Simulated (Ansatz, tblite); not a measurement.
Cost and result up the ladder for the cluster B2As (the lowest doublet isomer of a short search) (3 atoms). Total charge 0; doublet. Geometry: PBE-D4/def2-TZVP.

Cartesian coordinates in Å:
```
B 0.654 -0.507 0.684
B 0.038 -0.501 -0.726
As -0.692 1.008 0.041
```

Ansatz on 4 threads of Arm Neoverse V1 on a shared host; xTB runs through tblite on one thread. Times are rough, summed over both states, and most runs start from the orbitals of an earlier one. ωB97M-V/def2-TZVP serves as the yardstick here, not as an exact answer. The other state is a quartet at its own geometry.

The xTB rows come from tblite. B3LYP takes the VWN-RPA correlation. Correlated methods freeze 11 core orbitals; core or outer-core shells of As are correlated, in sets that lack core-valence functions. In CCSD on the charge 0 doublet the largest single amplitude is 0.17, so its Hartree–Fock determinant may place the open shell otherwise than the density functionals do. The structure comes from a short search, and lower isomers may exist.

Run but left out: HF/STO-3G, HF/def2-TZVP, HF/def2-TZVPP, MP2/def2-TZVP, MP2/def2-TZVPP (doublet: ⟨S²⟩ 1.25 to 1.53, where a pure state has 0.75).

Correlated methods converge slowly with the basis.

xTB has no spin-polarisation term.

```
                          level  functions  wall time  quartet − doublet (eV)  difference from ωB97M-V/def2-TZVP (eV)                                                                                                       remarks
                       GFN2-xTB         17    0.004 s                    2.02                                    0.71                                                                                                             –
                       GFN1-xTB         17    0.005 s                    1.82                                    0.52                                                                                                             –
          LDA (SPW92)/def2-TZVP        110      1.1 s                    1.33                                    0.03                                                                                                             –
               PBE-D4/def2-TZVP        110      1.9 s                    1.17                                   -0.14                                                                                                             –
             B3LYP-D4/def2-TZVP        110      2.5 s                    1.24                                   -0.07                                                                                                             –
              RPA@PBE/def2-TZVP        110      2.5 s                    1.24                                   -0.07                                                                                                             –
             PBE-QIDH/def2-TZVP        110      4.3 s                    1.03                                   -0.28                                                                       spin-contaminated (⟨S²⟩ 0.88) (doublet)
PBE0-D4/def2-TZVP (with forces)        110      5.3 s                    1.04                                   -0.27                                                                                                             –
            r2SCAN-D4/def2-TZVP        110      7.1 s                    0.90                                   -0.41                                                                                                             –
              ωB97M-V/def2-TZVP        110      9.6 s                    1.31                                    0.00                                                                                                             –
             CCSD(T)/def2-TZVPP        110       12 s                    1.19                                   -0.12  large T1 (0.056) (doublet), spin-contaminated (⟨S²⟩ 1.25) (doublet), spin-contaminated (⟨S²⟩ 3.94) (quartet)
```
